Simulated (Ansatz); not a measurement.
Abridged output of a molecular run in Ansatz:

```
Functional definition: HF
1275 factors; integrals over basis functions are off by at most 1.3e-3 eV
mean field evaluation 1: about -95408.9022 eV, gradient 3.4e1 eV
mean field evaluation 2: about -95408.9625 eV, gradient 3.4e1 eV
mean field evaluation 4: about -95411.8810 eV, gradient 3.6e0 eV
mean field evaluation 8: about -95411.9248 eV, gradient 3.4e-4 eV
mean field -95411.92480180 eV, -3506.3235639408 hartree, gradient 7.2e-6 eV, S^2 0.000000; 0 other end points of the search recorded, 0 dependent functions left out
26 core orbitals not correlated: weight in the atoms' cores, before any rotation towards them, 1.000 or more for the frozen orbitals, at most 0.000 for the correlated occupied ones
reference -95411.92480180 eV, -3506.3235639408 hartree; 24, 24 occupied and 84, 84 virtual orbitals, 1275 factors
second order -25.67095929 eV of doubles, -0.00000000 eV of singles
cycle   1  -26.21942389 eV  change   -5.5e-1 eV  update   1.1e-1
cycle   2  -26.86065932 eV  change   -6.4e-1 eV  update   3.2e-2
cycle   3  -26.98773146 eV  change   -1.3e-1 eV  update   1.6e-2
cycle   4  -26.98129805 eV  change    6.4e-3 eV  update   3.4e-3
cycle   5  -26.98042234 eV  change    8.8e-4 eV  update   1.6e-3
cycle   6  -26.98053870 eV  change   -1.2e-4 eV  update   4.9e-4
cycle   7  -26.98025762 eV  change    2.8e-4 eV  update   1.8e-4
cycle   8  -26.98025613 eV  change    1.5e-6 eV  update   5.5e-5
perturbative correction -0.72630423 eV, -0.0266911882 hartree
Total energy: -95439.63136216 eV, -3507.3417612539 hartree
```

Its atoms:

Cartesian coordinates in Å:
```
C -0.880 -1.168 0.707
O -1.013 -0.015 -0.108
Ge 0.337 1.093 -0.253
S 2.150 0.161 -1.071
Cl -0.417 2.660 -1.469
Cl 0.879 1.842 1.671
H -1.799 -1.745 0.594
H -0.033 -1.789 0.397
H -0.758 -0.901 1.761
H 1.535 -0.138 -2.229
```

Task: Which basis set was used?
A. def2-SVPD
B. def2-TZVPP
C. cc-pV(Q+d)Z
D. def2-SVP

Result: D. It gives 134 functions.

Task: Write the keys of the input that set method, charge and spin (a neutral closed shell needs none for the last two).

Result: 
```yaml
correlation: {method: ccsd_t}
```
